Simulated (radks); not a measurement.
Tb I, 65 electrons, occupied as [Xe] 4f9 6s2. All-electron calculation, scalar-relativistic Kohn-Sham, LDA (Slater exchange, Perdew-Wang correlation), spin-polarised, spherical densities, point nucleus; open shells are filled with parallel spins first (spin-orbit coupling, left out, can overturn this in heavy ions). Program: a radial shooting solver on a logarithmic mesh with Libxc functionals. Some entries of the table are withheld. Estimate them.

| orbital | occ. | eigenvalue (eV) | <r> (bohr) | <1/r> (bohr^-1) |
|---|---|---|---|---|
| 1s up | 1 | -51813.40 | 0.02152 | 73.05 |
| 1s down | 1 | -51813.40 | 0.02152 | 73.05 |
| 2s up | 1 | -8589.721 | 0.09156 | 16.96 |
| 2s down | 1 | -8589.643 | 0.09155 | 16.96 |
| 2p up | 3 | -7635.802 | 0.08091 | 15.80 |
| 2p down | 3 | -7635.746 | 0.08091 | 15.80 |
| 3s up | 1 | -1905.109 | 0.2397 | 6.228 |
| 3s down | 1 | -1903.192 | 0.2396 | 6.232 |
| 3p up | 3 | -1610.945 | 0.2384 | 5.849 |
| 3p down | 3 | -1609.042 | 0.2382 | 5.853 |
| 3d up | 5 | -1226.703 | 0.2167 | 5.551 |
| 3d down | 5 | -1225.218 | 0.2165 | 5.555 |
| 4s up | 1 | -378.2377 | 0.5418 | 2.629 |
| 4s down | 1 | -374.0847 | 0.5418 | 2.629 |
| 4p up | 3 | -281.3313 | 0.5740 | 2.413 |
| 4p down | 3 | -277.2263 | 0.5742 | 2.412 |
| 4d up | 5 | -148.3190 | 0.6239 | 2.126 |
| 4d down | 5 | -144.2993 | 0.6248 | 2.123 |
| 5s up | 1 | -48.5082 | 1.320 | 1.006 |
| 5s down | 1 | -46.4308 | 1.335 | 0.9926 |
| 5p up | 3 | -25.6135 | (1) | 0.8371 |
| 5p down | 3 | -24.0827 | (2) | 0.8209 |
| 4f up | 7 | (3) | 0.8878 | 1.523 |
| 6s up | 1 | -3.9282 | 4.069 | 0.3087 |
| 6s down | 1 | -3.7728 | 4.152 | 0.3022 |
| 4f down | 2 | (4) | 0.9664 | 1.467 |

Answer. 
(1) 5p up <r> (bohr): 1.564
(2) 5p down <r> (bohr): 1.592
(3) 4f up eigenvalue (eV): -4.6013
(4) 4f down eigenvalue (eV): -1.1848
